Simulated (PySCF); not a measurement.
SMILES CC(C)(C)/C=C\[Si](F)(F)F (GFN2-xTB optimised geometry):

```
21

C      1.649    -1.158     3.327
C      0.287    -0.461     3.470
C     -0.213    -0.622     4.911
C      0.437     1.031     3.164
C     -0.685    -1.148     2.549
C     -0.850    -1.000     1.235
Si     0.012     0.083     0.000
F      1.604     0.083     0.000
F     -0.349     1.632     0.000
F     -0.360    -0.391    -1.471
H      2.029    -1.048     2.315
H      2.365    -0.719     4.017
H      1.560    -2.219     3.549
H      0.485    -0.164     5.608
H     -0.312    -1.673     5.172
H     -1.182    -0.142     5.033
H      1.004     1.514     3.956
H     -0.537     1.509     3.097
H      0.969     1.195     2.232
H     -1.305    -1.886     3.047
H     -1.604    -1.632     0.776
```

Method: PBE/def2-SVP (PySCF).

Question: What are the frontier orbital energies and the dipole moment?

Answer: HOMO-2 -8.13 eV, HOMO-1 -7.83 eV, HOMO -7.04 eV, LUMO -1.98 eV, LUMO+1 0.30 eV; dipole moment 3.43 D.

Meta-Löwdin charges at PBE/def2-SVP: C1 -0.30, C2 0.06, C3 -0.30, C4 -0.31, C5 -0.03, C6 -0.41, Si7 1.44, F8 -0.44, F9 -0.43, F10 -0.44, H11 0.11, H12 0.10, H13 0.10, H14 0.10, H15 0.10, H16 0.10, H17 0.11, H18 0.11, H19 0.10, H20 0.10, H21 0.13.
